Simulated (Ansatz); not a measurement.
C2H7BN2 can be A, `NB1CNC1`, or B, `CC1NB1N`.

Gas-phase electronic energies from Ansatz, PBE0-D4/def2-TZVP geometries. CCSD(T)/CBS adds triple-zeta CCSD(T) − MP2 to the extrapolated MP2 energy (def2 sets, frozen cores). Functionals use def2-TZVPP. B3LYP here is the variant with VWN-RPA as its local correlation; programs differ in this. One conformer a species, not always the lowest.

Question: Which is lower in electronic energy at CCSD(T)/CBS, and by how much? (An estimate is asked.)

Answer: Ansatz gave: B, by 10.8 kcal/mol.

Question: Give E(B) − E(A) in kcal/mol with PBE0-D4, CCSD(T)/def2-TZVPP, B2PLYP, PBE-D4, HF/def2-TZVPP, r2SCAN-D4, B3LYP-D4. (Best estimate.)

Answer: The calculation gave: PBE0-D4 -10.9, CCSD(T)/def2-TZVPP -10.5, B2PLYP -12.1, PBE-D4 -11.6, HF/def2-TZVPP -10.8, r2SCAN-D4 -12.7, B3LYP-D4 -12.0. None reverses the order clearly.

Largest T1 diagnostic: 0.011.

From PBE to PBE0 (25 % exact exchange), in def2-TZVPP and without D4, E(B) − E(A) moves by +0.8 kcal/mol.
